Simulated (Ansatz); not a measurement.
Two isomers of CH5NOSSi: A = `O[SiH]1NCS1`, B = `N=C(S)[SiH2]O`.

Gas-phase electronic energies from Ansatz, PBE0-D4/def2-TZVP geometries. CBS: MP2 limit from def2 TZ/QZ plus the TZ coupled-cluster correction, frozen cores. DFT in def2-TZVPP. B3LYP here is the variant with VWN-RPA as its local correlation; programs differ in this. One conformer a species, not always the lowest.

A:

Z-matrix (Å, degrees):
```
Si
N 1 1.709
O 1 1.634 2 118.4
S 1 2.135 2 82.1 3 -118.2
H 1 1.479 2 118.4 3 123.9
C 2 1.451 1 101.5 3 122.9
H 2 1.005 1 134.6 3 -81.6
H 3 0.960 1 116.2 2 -50.6
H 6 1.093 2 113.8 1 110.8
H 6 1.094 2 113.8 1 -122.7
```

B:

Z-matrix (Å, degrees):
```
Si
O 1 1.632
C 1 1.899 2 104.6
H 1 1.485 2 112.6 3 -118.4
H 1 1.485 2 112.6 3 118.4
H 2 0.969 1 109.9 3 -0.2
S 3 1.763 1 122.0 2 -179.8
N 3 1.270 1 114.0 2 0.2
H 7 1.344 3 96.9 1 0.1
H 8 1.021 3 114.8 1 180.0
```

**Question.** Which isomer does CCSD(T)/CBS put lower? Give the gap. (Estimate.)

**Answer.** Computed: A, by 38.7 kcal/mol.

**Question.** Give E(B) − E(A) in kcal/mol with B2PLYP, B3LYP-D4, CCSD(T)/def2-TZVPP, PBE-D4, B3LYP, CCSD/def2-TZVPP, MP2/def2-TZVPP. (An estimate is asked.)

**Answer.** The calculation gave: B2PLYP 36.0, B3LYP-D4 34.2, CCSD(T)/def2-TZVPP 37.0, PBE-D4 35.3, B3LYP 34.0, CCSD/def2-TZVPP 38.1, MP2/def2-TZVPP 40.4. None reverses the order clearly.

Largest T1 diagnostic: 0.014.

From PBE to PBE0 (25 % exact exchange), in def2-TZVPP and without D4, E(B) − E(A) moves by +4.9 kcal/mol.
